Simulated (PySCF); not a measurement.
Ionisation energy along the 11-electron series

Calculated with PySCF 2.14 and a two-component X2C-1e Hamiltonian (Gaussian nucleus, no Breit or QED terms), each ion in its own even-tempered basis scaled to its charge; GMP2 freezes 1s2 and drops the highest virtual spinors. Values in eV. NIST values: (m) measured, (s) semi-empirical, (t) theoretical.

| ion | configuration | GHF (screened spin-orbit) | GMP2 (screened spin-orbit) | NIST |
| --- | --- | --- | --- | --- |
| Nb³⁰⁺ | [Ne] 3s1 | 1684.5 | 1685.2 | 1684.97 ± 0.05 (s) |
| Tc³²⁺ | [Ne] 3s1 | 1899.9 | 1900.5 | 1900.28 ± 0.06 (s) |

(1) Fill in the row of Mo³¹⁺.

## Answers

(1) configuration: [Ne] 3s1; GHF (screened spin-orbit): 1790.5; GMP2 (screened spin-orbit): 1791.2; NIST: 1790.93 ± 0.06 (s).
